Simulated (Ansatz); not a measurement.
Frontier orbitals of `BB1OCN1[SiH3]`.

Total charge 0; spin multiplicity 1. All single points use the PBE0-D4/def2-TZVP geometry. Basis def2-TZVPP, Ansatz.

Orbital energies of one run (eV). Highest occupied ones, from the top: -7.95, -8.83, -9.14, -9.97, -10.10, -10.23, -10.41, -12.30, -13.38, -13.62, -14.30, -14.99, -16.55, -19.19. Empty: -1.95, 0.74, 0.84, 1.42, 1.85, 1.92.

Question: Which functional gave them?
A. r2SCAN
B. r2SCAN0
C. LDA (SPW92)
D. BHLYP

Answer: B. HOMO energies: r2SCAN0 -7.95, LDA (SPW92) -6.58, BHLYP -8.99, r2SCAN -6.70 eV.
